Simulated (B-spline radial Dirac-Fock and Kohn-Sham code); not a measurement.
# Lu⁴⁺: eigenvalues, ΔSCF and the reference

System: the Lu⁴⁺ ion, configuration [Xe] 4f13.

The density-functional columns are spherical, spin-unpolarised Dirac-Kohn-Sham results without Breit or QED terms: −ε is minus the orbital energy of the initial state and ΔSCF the difference of two total energies. The reference in the last column comes from Dirac-Fock energy differences between relaxed states, corrected for Breit and QED terms. All numbers are from a B-spline atomic structure program, in eV; a selection of levels is shown. The Kohn-Sham columns are given as differences from the reference. For the 1s level of heavy atoms much of the gap between ΔSCF and the reference is the Breit and QED part, -304.1 eV here; for other levels the error of the functional can be larger.

```
     level  PBE −ε − DF  PBE ΔSCF − DF  LDA −ε − DF  LDA ΔSCF − DF  Dirac-Fock
    K (1s)       -178.0         +348.8       -232.6         +292.5     63370.1
   L1 (2s)       -147.0          -51.0       -154.8          -58.5     10938.5
L2 (2p1/2)       -107.0          +16.3       -110.4          +12.9     10410.7
L3 (2p3/2)       -119.6          -12.1       -121.8          -14.2      9305.9
   M1 (3s)        -76.5          -48.3        -78.7          -50.3      2560.7
M2 (3p1/2)        -61.2          -30.9        -62.0          -31.7      2329.2
M3 (3p3/2)        -60.7          -33.0        -61.2          -33.3      2090.4
M4 (3d3/2)        -40.2           -7.0        -40.0           -6.7      1702.6
M5 (3d5/2)        -41.2           -8.9        -41.0           -8.7      1651.6
   N1 (4s)        -40.0          -26.3        -41.0          -27.2       574.0
N2 (4p1/2)        -33.2          -19.5        -33.6          -19.9       479.1
N3 (4p3/2)        -33.3          -20.0        -33.8          -20.5       424.7
N4 (4d3/2)        -21.9           -8.9        -21.9           -8.9       268.3
N5 (4d5/2)        -21.9           -9.1        -22.0           -9.1       258.4
 N6,7 (4f)         -7.7           +3.9         -7.3           +4.3       65.17
   O1 (5s)        -11.5           -2.6        -11.2           -2.3       117.0
O2 (5p1/2)         -6.5           +1.8         -6.1           +2.2       86.63
O3 (5p3/2)         -6.4           +1.5         -6.1           +1.8       78.83
```

Values without a named source are computed, but for edge energies of neutral atoms, which are taken from tables.
